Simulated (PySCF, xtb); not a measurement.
C4H4ClF, SMILES C=C(Cl)/C=C\F. The values are those of a single conformer.

Harmonic wavenumbers (cm⁻¹) from GFN2-xTB run with xtb at its own minimum, in rising order: 47, 161, 299, 305, 362, 553, 627, 664, 718, 796, 867, 873, 912, 1031, 1178, 1242, 1312, 1384, 1630, 1684, 3071, 3090, 3120, 3160.

What does PBE0-D3(BJ)/def2-SVP in PySCF 2.14.0 give at its own minimum? (Estimate from the structure and the level; the computed values follow.)

62, 176, 321, 335, 392, 613, 656, 695, 785, 810, 891, 921, 951, 1082, 1251, 1303, 1374, 1444, 1677, 1777, 3186, 3208, 3229, 3300. Paired by order, the mean absolute difference is 56 cm⁻¹ and the zero-point energies are 41.6 and 43.5 kcal/mol.
